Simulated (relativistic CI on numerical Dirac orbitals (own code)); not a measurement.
## Slater and spin-orbit integrals, Hg11+

Method of calculation: Dirac-Coulomb-Breit CI, separate exchange-only KLI orbitals for each configuration, model QED (radiative potential, 1s self-energy scaled to tabulated hydrogen-like ionisation energies), unscaled Slater integrals (own radial code, finite nucleus).

Slater integrals F^k, G^k are unscaled and averaged over j, outside the closed core [Kr] 4d10 4f14; ζ comes from projecting the Hamiltonian with its Breit term on Σ l·s of the shell.

- 5s2.5p6.5d: ζ(5d) = 9971 cm⁻¹; <r>(5d) = 1.133, <r^2>(5d) = 1.44 (bohr units).
- 5s2.5p6.5f: ζ(5f) = 777.32 cm⁻¹; <r>(5f) = 1.496, <r^2>(5f) = 2.532 (bohr units).
- 5s2.5p5.5d2: ζ(5p) = 114440, F^2(5d,5d) = 94109, F^4(5d,5d) = 64431, F^2(5p,5d) = 98560, G^1(5p,5d) = 121080, G^3(5p,5d) = 76778, ζ(5d) = 10141 cm⁻¹; <r>(5p) = 0.9603, <r^2>(5p) = 1.032, <r>(5d) = 1.129, <r^2>(5d) = 1.432 (bohr units).

Give the Racah parameters of the d shell in 5s2.5p5.5d2.

B = F²/49 − 5F⁴/441 = 1190 cm⁻¹ and C = 35F⁴/441 = 5114 cm⁻¹.

In this model ζ of a weakly bound d, f or g electron outside closed shells comes out too small, for d by up to a factor of two or three and at times with the wrong sign; that of an outer p electron is too small as well.

Averages of the first 10 configurations, taken without configuration mixing, which lowers the lowest level and can move excited configurations by several eV; other configurations of the list can lie among them:

```tsv
Configuration	Parity	States	Average energy above the lowest level (eV)
5s2.5p6.5d	even	10	2.7
5s2.5p6.6s	even	2	42.6
5s2.5p6.5f	odd	14	71.2
5s2.5p5.5d2	odd	270	73.5
5s2.5p6.6p	odd	6	62.3
5s2.5p6.5g	even	18	112.5
5s.5p6.5d2	even	90	134.0
5s2.5p5.5d.5f	even	840	141.6
5s2.5p6.6d	even	10	88.7
5s2.5p6.7s	even	2	102.0
```
